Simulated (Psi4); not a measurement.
C$_{5}$H$_{11}$FSi (SMILES C=C[Si](C)(F)CC), singlet, at a GFN2-xTB geometry, atoms displaced at random by about 0.08 Å a coordinate; PBE/STO-3G, gradient (Psi4 1.11).

Input for Psi4:
```
memory 2 GB

molecule {
0 1
C    -1.94931636   -0.90806890    1.41851509
C    -0.91187190   -0.04031266    1.31403516
Si   -0.34469445   -0.04133984   -0.39022497
C    -0.41923969    1.81747353   -1.14317121
F    -0.99322786   -0.88502724   -1.48974541
C     1.73731412   -0.52271061   -0.29773849
C     2.57126577    0.29398686    0.64633181
H    -2.46676086   -1.07060333    2.47045024
H    -2.33417241   -1.73857047    0.73937615
H    -0.71299197    0.46791442    2.17421144
H     0.33896254    1.89697805   -2.08309350
H    -1.37724422    1.95415680   -1.16538005
H     0.00779312    2.48653480   -0.47666136
H     1.78450075   -1.47612761    0.19470577
H     1.97337341   -0.33706978   -1.37967021
H     2.52471471    1.50919273    0.21462543
H     3.53409156    0.07193613    0.55602668
H     2.19062466    0.39031854    1.52278326
symmetry c1
no_reorient
no_com
}

set {
  basis sto-3g
}

gradient('pbe')
print_variables()
```

Predict the main parts of the log of this Psi4 run.


```
gradient() will perform analytic gradient computation.

   => Loading Basis Set <=

    Name: STO-3G
    Role: ORBITAL
    Keyword: BASIS

         ---------------------------------------------------------
                                   SCF
               by Justin Turney, Rob Parrish, Andy Simmonett
                          and Daniel G. A. Smith
                              RKS Reference
         ---------------------------------------------------------

  ==> Geometry <==

    Molecular point group: c1
    Full point group: C1

    Geometry (in Angstrom), charge = 0, multiplicity = 1:

       Center              X                  Y                   Z               Mass
    ------------   -----------------  -----------------  -----------------  -----------------
         C           -1.949316360000    -0.908068900000     1.418515090000    12.000000000000
         C           -0.911871900000    -0.040312660000     1.314035160000    12.000000000000
         SI          -0.344694450000    -0.041339840000    -0.390224970000    27.976926534650
         C           -0.419239690000     1.817473530000    -1.143171210000    12.000000000000
         F           -0.993227860000    -0.885027240000    -1.489745410000    18.998403162730
         C            1.737314120000    -0.522710610000    -0.297738490000    12.000000000000
         C            2.571265770000     0.293986860000     0.646331810000    12.000000000000
         H           -2.466760860000    -1.070603330000     2.470450240000     1.007825032230
         H           -2.334172410000    -1.738570470000     0.739376150000     1.007825032230
         H           -0.712991970000     0.467914420000     2.174211440000     1.007825032230
         H            0.338962540000     1.896978050000    -2.083093500000     1.007825032230
         H           -1.377244220000     1.954156800000    -1.165380050000     1.007825032230
         H            0.007793120000     2.486534800000    -0.476661360000     1.007825032230
         H            1.784500750000    -1.476127610000     0.194705770000     1.007825032230
         H            1.973373410000    -0.337069780000    -1.379670210000     1.007825032230
         H            2.524714710000     1.509192730000     0.214625430000     1.007825032230
         H            3.534091560000     0.071936130000     0.556026680000     1.007825032230
         H            2.190624660000     0.390318540000     1.522783260000     1.007825032230

[...]
  @DF-RKS Final Energy:  -578.64967961196055
    Total Energy =                       -578.6496796119605506
[...]
    MP2 Hybrid          =          FALSE

   => Exchange Functionals <=

    1.0000     XC_GGA_X_PBE

   => Correlation Functionals <=

    1.0000     XC_GGA_C_PBE

   => LibXC Density Thresholds  <==

    XC_GGA_C_PBE:  1.00E-12
    XC_GGA_X_PBE:  1.00E-15

   => Molecular Quadrature <=

    Radial Scheme          =       TREUTLER
    Pruning Scheme         =           NONE
    Nuclear Scheme         =       TREUTLER

    Blocking Scheme        =         OCTREE
    BS radius alpha        =              1
    Pruning alpha          =              1
    Radial Points          =             75
    Spherical Points       =            302
    Total Points           =         379715
    Total Blocks           =           2837
    Max Points             =            256
    Max Functions          =             46
    Weights Tolerance      =       1.00E-15

  -Total Gradient:
     Atom            X                  Y                   Z
    ------   -----------------  -----------------  -----------------
       1        0.033194422897     0.036441284464    -0.071368506814
       2        0.068097720533     0.072236444154     0.060617808096
       3       -0.155857295027    -0.111693017664    -0.033245363152
       4       -0.172536038945     0.093124267857     0.033027146436
       5        0.051698433177     0.066761485188     0.058964206402
       6        0.084839050119    -0.026341040207     0.016723854972
       7        0.048776052631    -0.146901353669     0.178808126787
       8       -0.018691811343    -0.009734728261     0.039380022291
       9       -0.013631615670    -0.027913234249     0.002814062727
      10       -0.026198064107    -0.049364498063    -0.056497863840
      11        0.060340855615     0.005635498061    -0.035778507360
      12        0.141398393360    -0.036663107110     0.033834976655
      13       -0.020237252476    -0.035128769353    -0.044932365743
      14       -0.001142407401     0.041172298006     0.020990298094
      15       -0.014790024761     0.024185847903    -0.015674946612
      16       -0.006531559434     0.075004789784    -0.029340401579
      17       -0.112130239639     0.031180319610    -0.004987101316
      18        0.053218130104    -0.002059196522    -0.153749129934

  Variable Map:
  ----------------------------------------------------------------------------
[...]
  Array Variable Map:
  ----------------------------------------------------------------------------
[...]
[...]
```
